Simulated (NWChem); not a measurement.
GeHBr, singlet; SMILES [GeH][Br]

Low-valent species are run as closed-shell singlets; no triplet was tried in these runs. This build's default masses of Se (78.918 u) and Br (79.917 u) are each other's, which moves their modes by up to 0.6 %.

**Question.** Give the equilibrium geometry at PBE0/def2-SVP (NWChem) as a list of bonds and angles, with the point group.

**Answer.** point group Cs; any orientation.
Bond lengths (Å): Ge1–H2 1.601, Ge1–Br3 2.342. Bond angles (°): H2–Ge1–Br3 93.6.
